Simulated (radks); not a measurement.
The numbers below are computed, except where a source is named.
Ag13+, configuration [Ar] 3d10 4s2 4p4. Level of theory: non-relativistic Kohn-Sham, PBE, spin-polarised, spherical densities, point nucleus; open shells are filled with parallel spins first (spin-orbit coupling, left out, can overturn this in heavy ions); relativity is left out, which matters for an element this heavy (a radial shooting solver on a logarithmic mesh with Libxc functionals).

Unscreened Slater integrals over Kohn-Sham orbitals (eV). They are taken over the spin-up orbitals.

F0(4p,4p): 27.851
F2(4p,4p): 14.794
F0(4p,4s): 28.265
G1(4p,4s): 19.417
F0(4p,3d): 35.577
F2(4p,3d): 9.2922
G1(4p,3d): 3.0590
G3(4p,3d): 3.0122
F0(4s,4s): 28.709
F0(4s,3d): 36.347
G2(4s,3d): 3.1340
F0(3d,3d): 72.391
F2(3d,3d): 36.205
F4(3d,3d): 23.128

Derived for the open shells (J is the average intra-shell exchange parameter used in DFT+U). 4p: J = F2/5 = 2.959 eV.
